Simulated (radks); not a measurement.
Values are calculated unless marked as measured or tabulated.
Charge is removed step by step from the 5p3/2 level of neutral ytterbium, starting from [Kr] 4d10 4f14 5s2 5p(1/2: 2, 3/2: 4) 6s2. Code: a radial shooting solver on a logarithmic mesh with Libxc functionals. Model: Dirac Kohn-Sham, BLYP, spin-unpolarised, spherical densities, point nucleus.

removed (e)  E - E(0) (eV)  eigenvalue (eV)  E minus straight line (eV)
0                    0.000          -25.495                       0.000
0.1                  2.601          -26.538                      -0.501
0.2                  5.308          -27.607                      -0.896
0.3                  8.124          -28.699                      -1.183
0.4                 11.049          -29.813                      -1.360
0.5                 14.087          -30.945                      -1.424
0.6                 17.239          -32.096                      -1.374
0.7                 20.507          -33.263                      -1.208
0.8                 23.892          -34.447                      -0.925
0.9                 27.396          -35.645                      -0.523
1                   31.021          -36.857                       0.000

Removing the whole electron costs 31.021 eV by Delta-SCF, against 25.495 eV from minus the eigenvalue at the starting occupation. Slater's transition state (half an electron removed) gives 30.945 eV. Integrating minus the eigenvalue over the occupation (Janak's theorem) gives 31.021 eV. The mean slope of the eigenvalue, de/dn, is 11.4 eV per electron.
